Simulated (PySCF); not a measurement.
(1-methylcyclobutyl)silane (C₅H₁₂Si), SMILES C1CC(C)([SiH3])C1.

The structure is a stationary point at B3LYP-D3(BJ)/def2-SVP.

Calculation: r2SCAN/def2-TZVP (PySCF).

Gas-phase values at a fixed geometry.

```json
{
  "total_energy": "-487.13620 hartree",
  "point_group": "Cs",
  "highest_occupied_level": "-6.72 eV",
  "lowest_empty_level": "0.33 eV",
  "orbital_gap": "7.06 eV",
  "dipole_moment": "0.90 D",
  "quadrupole, principal values (traceless, Buckingham form, about the centre of nuclear charge)": "-0.94, 0.26, 0.69 D·Å"
}
```
